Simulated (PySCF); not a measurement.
# Correlation energy of Rh (rhodium, neutral)

Starting occupation: [Kr] 4d8 5p1, 4d3/2 with m_j = -1/2, +1/2, +3/2, 4d5/2 with m_j = -3/2, -1/2, +1/2, +3/2, +5/2, 5p3/2 with m_j = +3/2. Calculation: PySCF 2.14, in x2c-SVPall-2c with one added diffuse shell each of s, p, d type (7s9p7d1f, 76 functions); X2C-1e with screened-nucleus spin-orbit coupling, Gaussian nucleus. Frozen: [Ar] 3d10; 17 electrons correlated; the 6 highest virtual spinors left out.

MP2 pair energies summed by pair of shells (mhartree):

```
 pair   energy  share (%)
4d-4d  -165.45       43.6
4d-4p  -130.17       34.3
4p-4p   -44.27       11.7
4p-4s   -13.88        3.7
4d-4s   -12.31        3.2
4d-5p    -9.01        2.4
4s-4s    -2.73        0.7
4p-5p    -1.53        0.4
4s-5p    -0.06        0.0
```

Total MP2 correlation energy: -379.41 mhartree.

The GHF reference relaxed away from the jj start to a determinant that is no pure jj level (⟨S²⟩ = 3.76, ⟨J²⟩ = 35.80); the energies belong to that determinant.

This basis was not built for core-valence correlation, so the inner-shell part is incomplete.
